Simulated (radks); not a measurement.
Results of a calculation; reference values are marked as such.
The aluminium ion Al+, [Ne] 3s2. Level of theory: non-relativistic Kohn-Sham, LDA (Slater exchange, Perdew-Wang correlation), spin-polarised, spherical densities, point nucleus (a radial shooting solver on a logarithmic mesh with Libxc functionals). Every spin shell is full or empty, so the densities are truly spherical. Functionals are evaluated on that one density, not self-consistently. Rank these exchange functionals by their error against the exact value of the orbitals, and give that value: LDA, PBE, RPBE, PW86, AM05, SOGGA, G96, TPSS, SCAN, r2SCAN, MS2, TASK, MVS.

Answer. Exact: -17.8134 hartree. From best to worst, with 100 (|E| - |E exact|)/|E exact| (equal figures are ties): r2SCAN +0.09, G96 +0.18, MVS -0.18, RPBE +0.25, MS2 +0.29, SCAN +0.32, PBE -0.40, TPSS +0.40, PW86 +0.77, TASK -2.99, SOGGA -3.60, AM05 -7.24, LDA -8.38.
